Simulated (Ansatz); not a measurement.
C2H5FGeO, SMILES `[CH3][GeH]([F])[CH]=O`. Total charge 0; spin multiplicity 1. The geometry is a stationary point of PBE0-D4/def2-TZVP. It is one conformer, not always the lowest.

```xyz
10

C    -0.197   -1.240    0.851
Ge   -0.348    0.588    0.239
F     0.495    1.617    1.376
C     0.604    0.860   -1.502
O     0.424    0.106   -2.420
H     0.848   -1.472    1.059
H    -0.785   -1.389    1.756
H    -0.560   -1.912    0.072
H    -1.789    1.125    0.172
H     1.308    1.717   -1.603
```

Q: What is the dipole moment at r2SCAN/def2-TZVPP? (Best estimate.)

A: The calculation gave: 1.20 D, with components (-0.65, -0.84, 0.57) D in this frame, pointing from negative to positive charge.

Q: And with PBE, B3LYP, ωB97M-V? (Estimate.)

A: Ansatz gave: PBE 1.16 D, B3LYP 1.21 D, ωB97M-V 1.21 D.

Q: Give the Mulliken charges with r2SCAN, B3LYP, PBE in def2-TZVPP. (An estimate is asked.)

A: Computed: 
```json
{"atom": "C1", "r2SCAN": "-0.30", "B3LYP": "-0.39", "PBE": "-0.38"}
{"atom": "Ge2", "r2SCAN": "0.56", "B3LYP": "0.59", "PBE": "0.52"}
{"atom": "F3", "r2SCAN": "-0.40", "B3LYP": "-0.40", "PBE": "-0.36"}
{"atom": "C4", "r2SCAN": "0.08", "B3LYP": "0.01", "PBE": "0.00"}
{"atom": "O5", "r2SCAN": "-0.26", "B3LYP": "-0.23", "PBE": "-0.19"}
{"atom": "H6", "r2SCAN": "0.09", "B3LYP": "0.12", "PBE": "0.12"}
{"atom": "H7", "r2SCAN": "0.09", "B3LYP": "0.12", "PBE": "0.12"}
{"atom": "H8", "r2SCAN": "0.10", "B3LYP": "0.12", "PBE": "0.12"}
{"atom": "H9", "r2SCAN": "-0.02", "B3LYP": "-0.02", "PBE": "-0.03"}
{"atom": "H10", "r2SCAN": "0.05", "B3LYP": "0.09", "PBE": "0.07"}
```

B3LYP here is the variant with VWN-RPA as its local correlation; programs differ in this.
